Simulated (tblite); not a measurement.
Compound: C6H9OPS2.
Structure used (GFN2-xTB), in Å, numbered top down from 1:
```
atom  x, y, z in Å
C1     2.613    0.851   -0.903
O2     1.452    0.074   -0.735
C3     1.468   -0.693    0.435
P4    -0.128   -1.625    0.502
S5    -0.184   -2.989    1.864
C6    -1.401   -0.354    0.573
C7    -1.600    0.672   -0.389
C8    -2.624    1.490   -0.051
S9    -3.368    1.028    1.434
C10   -2.286   -0.283    1.611
H11    2.741    1.554   -0.071
H12    3.505    0.217   -0.971
H13    2.486    1.403   -1.832
H14    2.301   -1.417    0.447
H15    1.555   -0.069    1.342
H16   -0.201   -2.028   -0.837
H17   -0.991    0.774   -1.269
H18   -2.997    2.343   -0.583
H19   -2.348   -0.941    2.456
```

Computed with GFN2-xTB (tblite): harmonic, unscaled wavenumbers at the GFN2-xTB geometry, gas phase. The method is semi-empirical: single wavenumbers can be off by several per cent or more. Modes of hydrogen on phosphorus can be 10 to 20 % off. One conformer, not necessarily the lowest.

Harmonic wavenumbers (cm⁻¹): 27.4, 57.2, 72.1, 93.4, 104.9, 114.4, 207.7, 221.7, 259.9, 294.7, 361.3, 409.1, 415.0, 549.7, 609.4, 700.5, 749.5, 755.6, 765.5, 776.1, 808.1, 837.2, 852.1, 871.6, 891.4, 906.5, 985.9, 1069.2, 1084.3, 1105.5, 1127.4, 1154.0, 1155.2, 1157.0, 1258.5, 1335.4, 1405.9, 1439.8, 1443.2, 1464.4, 1484.7, 1518.8, 2218.2, 2803.3, 2834.3, 2913.1, 2932.3, 3031.7, 3140.5, 3149.3, 3162.2.

A = 1027, B = 624.5, C = 410.9 MHz; mass 191.983 u (most abundant isotopes); point group C1, symmetry number 1.

Problem. What is the zero-point energy?

Solution. ½Σν̃ = 29543 cm⁻¹ = 84.47 kcal/mol.

Problem. Give the ideal-gas entropy at 500 K and 1 bar in the rigid-rotor, harmonic-oscillator model (classical rotation).

Solution. Translation 44.26, rotation 33.02, vibration 61.90: S = 139.2 cal/(mol K).

Problem. And Cp and H(500 K) − H(0)?

Solution. Cp = 62.42 cal/(mol K), of which vibrations give 54.47 (their classical limit is 51 R = 101.3); H(500 K) − H(0) = 18.85 kcal/mol without the zero-point energy, 14.88 from vibrations.

Problem. Blend soft modes into free rotors: weight 1/[1 + (100 cm⁻¹/ν̃)⁴] for the oscillator and the rest for a rotor with moment μB/(μ + B), μ = h/(8π²ν), B = 10⁻⁴⁴ kg m². What vibrational entropy results?

Solution. 55.38 cal/(mol K) in place of 61.90, which changes −T·S at 500 K by +3.26 kcal/mol.

Problem. What must be added to the electronic energy to get the Gibbs energy at 500 K and 1 bar?

Solution. ZPE + [H(500 K) − H(0)] − T·S = 84.47 + 18.85 − 69.59 = 33.73 kcal/mol.

Hindered rotation and anharmonicity are outside this model. Other conformers, if any are populated, would add a mixing term that is left out. The structure is chiral; the term R ln 2 for an equal mix with its mirror image is left out.
